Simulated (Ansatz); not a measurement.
C₂H₈SSn, SMILES `SC[CH2][SnH3]`. Charge 0, multiplicity 1. Sn takes the def2 core potential. Geometry: relaxed with PBE0-D4/def2-TZVP. It is one conformer, not always the lowest.

```xyz
12

S     0.992   -2.354    1.041
C    -0.115   -1.038    0.437
C     0.724    0.133   -0.028
Sn   -0.475    1.761   -0.768
H     0.041   -3.240    1.380
H    -0.784   -0.742    1.248
H    -0.720   -1.436   -0.380
H     1.340    0.518    0.789
H     1.402   -0.171   -0.830
H    -1.512    2.310    0.474
H     0.529    3.043   -1.282
H    -1.423    1.215   -2.081
```

(1) What is the dipole moment at r2SCAN/def2-TZVPP? (Best estimate.)

(2) And with PBE, B3LYP, ωB97M-V? (An estimate is asked.)

(3) Give the Mulliken charges with r2SCAN, PBE, ωB97M-V in def2-TZVPP. (An estimate is asked.)

Results:

(1) Computed: 1.05 D, with components (-0.98, 0.33, -0.18) D in this frame, pointing from negative to positive charge.

(2) Ansatz gave: PBE 0.97 D, B3LYP 0.98 D, ωB97M-V 1.01 D.

(3) Ansatz gave: 
```
atom  r2SCAN    PBE  ωB97M-V
  S1   -0.20  -0.20    -0.16
  C2   -0.06  -0.15    -0.24
  C3   -0.34  -0.39    -0.48
 Sn4    0.55   0.53     0.47
  H5    0.08   0.10     0.10
  H6    0.07   0.11     0.14
  H7    0.07   0.12     0.14
  H8    0.09   0.12     0.15
  H9    0.09   0.12     0.15
 H10   -0.12  -0.12    -0.09
 H11   -0.12  -0.11    -0.09
 H12   -0.12  -0.12    -0.09
```

B3LYP here is the variant with VWN-RPA as its local correlation; programs differ in this.
